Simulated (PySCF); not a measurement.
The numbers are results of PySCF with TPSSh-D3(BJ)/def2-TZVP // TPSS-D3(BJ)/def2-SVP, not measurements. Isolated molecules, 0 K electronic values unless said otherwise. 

Reference species: [Hf(Cl)4] (neutral, multiplicity 1).

| Quantity | Value |
|---|---|
| coordination number | 4 |
| HOMO–LUMO gap | 6.30 eV |

Changed species: [Mo(=O)(Cl)4] (M = Mo, oxo; the reference has M = Hf).

Predict the effect on the coordination number and HOMO–LUMO gap.

the coordination number rises by 1, to 5; the HOMO–LUMO gap falls by 4.10 eV, to 2.20 eV.
